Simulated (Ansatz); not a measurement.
The cluster Ta2N2. Total charge 0; singlet. Geometry r2SCAN-D4/def2-TZVP; atoms count from 1.

```tsv
atom	x (Å)	y (Å)	z (Å)
Ta1	0.324	-0.420	-1.246
Ta2	-0.324	0.419	1.247
N3	1.228	0.286	0.223
N4	-1.228	-0.285	-0.223
```

In the def2 sets Ta takes a core potential; there is no spin–orbit coupling. The restricted singlet is unstable: a solution with broken spin symmetry lies lower. The geometry of the singlet was relaxed on an unsound state (restricted singlet, unstable towards broken spin symmetry). The structure comes from a short search, and lower isomers may exist.

Question: Estimate the Mulliken populations from the PBE0/def2-TZVP orbitals of Ansatz.

Answer: 
| atom | charge (e) | d electrons |
| --- | --- | --- |
| Ta1 | 0.54 | 2.76 |
| Ta2 | 0.54 | 2.76 |
| N3 | -0.54 | – |
| N4 | -0.54 | – |
Mulliken values and Mayer orders depend strongly on the basis.

Question: And the Mayer bond orders between bonded heavy atoms (over 0.3)?

Answer: Ta1–Ta2 0.60 (2.71 Å); Ta1–N3 1.58 (1.86 Å); Ta1–N4 1.58 (1.86 Å); Ta2–N3 1.58 (1.86 Å); Ta2–N4 1.58 (1.86 Å).
